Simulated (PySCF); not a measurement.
**Correlation energy of Bi²⁺ (bismuth, charge +2)**

[Xe] 4f14 5d10 6s1 6p2, high-spin 4P determinant (an excited configuration). Computed with PySCF 2.14 in x2c-QZVPPall (16s10p9d6f1g, 142 functions), with scalar relativity by spin-free X2C-1e. Frozen: [Xe] 4f14 5d10; 3 electrons correlated.

MP2 pair energies summed by pair of shells (mhartree):

```
 pair  energy  share (%)
6p-6p   -3.85       54.4
6s-6p   -3.22       45.6
```

Total MP2 correlation energy: -7.07 mhartree.

Same-spin part -7.07 and opposite-spin part 0.00 mhartree; SCS-MP2 scales them by 1/3 and 6/5 to -2.36 mhartree.

Spin-orbit coupling is strong in this species, so the high-spin LS determinant is a model state.
